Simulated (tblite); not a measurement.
C6H8BFO.
SMILES with atom numbers: `[CH3:1][C:2]#[C:3][BH:4]/[CH:5]=[C:6](/[F:7])[O:8][CH3:9]` (hydrogens: H10, H11, H12 on C1; H13 on B4; H14 on C5; H15, H16, H17 on C9)

Computed with GFN2-xTB (tblite), gas phase: L-BFGS steps from a force-field or distance-geometry start until the largest atomic force falls under 0.01 eV/Å.

Step 6: E = -731.2213 eV
```
atom  x, y, z in Å  |  force x, y, z in eV/Å
C1      4.4740    0.0195    0.5397    0.162   0.012   0.065
C2      3.0772   -0.0586    0.1895   -0.066   0.018  -0.003
C3      1.9015   -0.1135   -0.0881    0.102   0.000   0.045
B4      0.4529   -0.2023   -0.4553   -0.098   0.033   0.004
C5     -0.6182    0.3539    0.4898   -0.190   0.003   0.014
C6     -1.9311    0.3090    0.2188    0.017  -0.075  -0.154
F7     -2.8504    0.8093    1.0768   -0.063   0.002   0.000
O8     -2.4432   -0.2147   -0.8884    0.141  -0.131  -0.246
C9     -3.8285   -0.2603   -1.1683   -0.004   0.018   0.019
H10     4.6093    0.4994    1.5066   -0.059   0.062   0.104
H11     4.9119   -0.9745    0.5902   -0.029  -0.150  -0.022
H12     5.0276    0.5888   -0.2034   -0.028   0.072  -0.131
H13     0.1220   -0.6878   -1.4633    0.041  -0.077  -0.134
H14    -0.3588    0.8094    1.4308   -0.011   0.067   0.117
H15    -3.9149   -0.7417   -2.1417    0.098  -0.007  -0.006
H16    -4.2652    0.7373   -1.2383   -0.001   0.087   0.155
H17    -4.3731   -0.8614   -0.4390   -0.010   0.067   0.172
```

Step 7: E = -731.2299 eV
```
atom  x, y, z in Å  |  force x, y, z in eV/Å
C1      4.4749    0.0198    0.5404    0.135   0.005   0.046
C2      3.0774   -0.0585    0.1909   -0.220   0.016  -0.041
C3      1.8998   -0.1120   -0.0864    0.278   0.000   0.082
B4      0.4525   -0.2033   -0.4556   -0.085   0.045   0.012
C5     -0.6202    0.3536    0.4884   -0.018   0.022   0.082
C6     -1.9280    0.3053    0.2113   -0.144  -0.072  -0.162
F7     -2.8545    0.8038    1.0658   -0.023  -0.017  -0.037
O8     -2.4364   -0.2203   -0.8985   -0.015  -0.029  -0.069
C9     -3.8274   -0.2566   -1.1613    0.000  -0.022  -0.046
H10     4.6071    0.5007    1.5084   -0.037   0.038   0.064
H11     4.9094   -0.9774    0.5890   -0.026  -0.091  -0.014
H12     5.0255    0.5900   -0.2064   -0.035   0.041  -0.080
H13     0.1258   -0.6888   -1.4654    0.035  -0.071  -0.118
H14    -0.3659    0.8107    1.4322   -0.010   0.037   0.057
H15    -3.9018   -0.7390   -2.1343   -0.030  -0.009  -0.031
H16    -4.2686    0.7432   -1.2316    0.098  -0.023   0.162
H17    -4.3768   -0.8591   -0.4306    0.100   0.130   0.093
```

Step 8: E = -731.2344 eV
```
atom  x, y, z in Å  |  force x, y, z in eV/Å
C1      4.4777    0.0199    0.5415    0.046  -0.002   0.013
C2      3.0775   -0.0578    0.1917   -0.112   0.019  -0.012
C3      1.9005   -0.1116   -0.0849    0.164  -0.005   0.051
B4      0.4509   -0.2028   -0.4558   -0.019   0.033   0.006
C5     -0.6214    0.3540    0.4897   -0.126  -0.007  -0.002
C6     -1.9302    0.3024    0.2049    0.072  -0.023  -0.027
F7     -2.8566    0.8010    1.0603   -0.036  -0.033  -0.071
O8     -2.4328   -0.2239   -0.9052   -0.120   0.008  -0.010
C9     -3.8268   -0.2554   -1.1589    0.013  -0.038  -0.066
H10     4.6053    0.5022    1.5108   -0.012   0.010   0.016
H11     4.9077   -0.9809    0.5882   -0.024  -0.023  -0.007
H12     5.0238    0.5915   -0.2096   -0.037   0.007  -0.023
H13     0.1282   -0.6908   -1.4687    0.040  -0.039  -0.057
H14    -0.3693    0.8121    1.4341   -0.024   0.026   0.036
H15    -3.8963   -0.7381   -2.1319   -0.103  -0.008  -0.037
H16    -4.2685    0.7460   -1.2252    0.134  -0.062   0.143
H17    -4.3768   -0.8557   -0.4245    0.143   0.137   0.048
```

Question: Estimate the geometry and energy of step 9. (The exact step hangs on the optimiser's Hessian estimate; all steps are aligned on step 8, rigid shifts and turns removed.)

Answer: E = -731.2377 eV, largest force 0.174 eV/Å
```
atom  x, y, z in Å  |  force x, y, z in eV/Å
C1      4.4803    0.0200    0.5425   -0.036  -0.005  -0.012
C2      3.0780   -0.0569    0.1927    0.003   0.018   0.018
C3      1.9017   -0.1116   -0.0836    0.014  -0.005   0.017
B4      0.4495   -0.2019   -0.4558    0.036   0.012  -0.007
C5     -0.6247    0.3541    0.4906    0.017  -0.010  -0.004
C6     -1.9306    0.3002    0.2005   -0.009  -0.002   0.007
F7     -2.8586    0.7989    1.0560   -0.036  -0.044  -0.095
O8     -2.4323   -0.2263   -0.9102   -0.079   0.028   0.037
C9     -3.8263   -0.2555   -1.1590    0.017  -0.029  -0.045
H10     4.6038    0.5035    1.5129    0.011  -0.014  -0.025
H11     4.9062   -0.9839    0.5875   -0.018   0.030  -0.001
H12     5.0221    0.5928   -0.2124   -0.032  -0.019   0.022
H13     0.1305   -0.6928   -1.4720    0.048  -0.002   0.012
H14    -0.3716    0.8135    1.4362   -0.055  -0.004  -0.023
H15    -3.8951   -0.7379   -2.1315   -0.145  -0.007  -0.040
H16    -4.2659    0.7468   -1.2185    0.127  -0.049   0.106
H17    -4.3741   -0.8511   -0.4194    0.136   0.103   0.032
```

The energy changes by -0.0033 eV. The first-order estimate −F·Δx gives -0.0046 eV and the mean of the old and new forces, exact on a quadratic surface, -0.0033 eV. The step makes an angle of 53° with the force vector and moves no atom by more than 0.007 Å.

What follows is the cost of the whole relaxation. On one thread, Arm Neoverse V2 (aarch64) (shared host), this took 0.27 s of wall time.
